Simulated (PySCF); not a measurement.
**Threshold energies of CuBr in a plasma**

PBE0 in PySCF with def2-TZVPPD on every atom, for the lowest determinant that a PBE0 search found; no spin–orbit coupling.

```csv
species,state (unpaired electrons),Re (Å),ωe (cm⁻¹),energy of the minimum from the neutral (eV),De (eV),dissociates to
CuBr,singlet (closed shell),2.205,302,0.00,3.37,Cu (3d10 4s1) + Br
CuBr⁺,doublet (π ↑),2.238,255,9.62,1.52,Cu⁺ (3d10) + Br
CuBr⁻,doublet (σ ↑),2.355,206,-1.34,1.25,Cu (3d10 4s1) + Br⁻
```

Question: Work out the lowest energy to break CuBr into atoms, from its vibrational ground state.

Answer: D0 = De − ωe/2 = 3.37 − 0.02 = 3.35 eV (PBE0/def2-TZVPPD).

Question: Work out the ionisation energy of the Cu atom at this level and the threshold of dissociative ionisation.

Answer: IE(Cu) = 9.62 + 1.52 − 3.37 = 7.77 eV, so Cu⁺ (3d10) + Br + e⁻ appears at D0 + IE(Cu) = 11.12 eV (PBE0/def2-TZVPPD). The measured IE(Cu) is 7.726 eV (NIST ASD).

Question: Work out the electron affinity of the Br atom and the threshold of dissociative attachment.

Answer: EA(Br) = 3.37 − 1.25 − (-1.34) = 3.46 eV, so Cu (3d10 4s1) + Br⁻ needs D0 − EA(Br) = -0.11 eV (negative: it is exothermic at zero electron energy) (PBE0/def2-TZVPPD). The measured EA(Br) is 3.364 eV.

Question: At which energy does ion-pair formation open?

Answer: Cu⁺ + Br⁻ lies at D0 + IE(Cu) − EA(Br) = 7.66 eV (PBE0/def2-TZVPPD).

These are thermodynamic thresholds; the onsets seen under electron impact lie higher where the geometry changes, and cross-sections peak well above them.

For an ion De counts to the pair picked by the measured ionisation energies or electron affinities, which need not be the lowest pair at this level. The highest Kohn–Sham level is positive in this anion. Much of that is self-interaction error, but it also means that the finite basis helps to hold the extra electron.
